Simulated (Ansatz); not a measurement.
Total energies of the cluster Ag₃S⁺ (the lowest singlet isomer of a short search) from Ansatz at PBE0-D4/def2-TZVP, gas phase (1 Eh = 27.2114 eV = 2625.5 kJ/mol). The reference geometry is relaxed at B3LYP-D4/def2-SVP.

Cartesian coordinates in Å:
```
Ag -0.950 1.887 0.123
Ag 0.903 -0.542 -1.835
Ag 0.774 -0.844 1.780
S -0.727 -0.500 -0.067
```

```tsv
state	geometry	energy (Eh)
charge 1 singlet	reference	-838.87995
charge 0 doublet	reference	-839.07993
charge 1 triplet	relaxed at B3LYP-D4/def2-SVP	-838.79649
charge 1 quintet	relaxed at B3LYP-D4/def2-SVP	-838.70217
```

In the def2 sets Ag takes a core potential; there is no spin–orbit coupling.

(1) Work out the vertical electron affinity, to the doublet.

(2) Which of the charge 1 states is lowest, and how far above it are the others?

(1) E(charge 1 singlet) − E(charge 0 doublet) = -838.87995 − (-839.07993) = 0.19998 Eh = 5.44 eV.

(2) The singlet. triplet: -838.79649 − (-838.87995) = 0.08346 Eh = 219.1 kJ/mol; quintet: -838.70217 − (-838.87995) = 0.17778 Eh = 466.8 kJ/mol. The quintet differs in its bonds from the reference.

The structure comes from a short search, and lower isomers may exist.
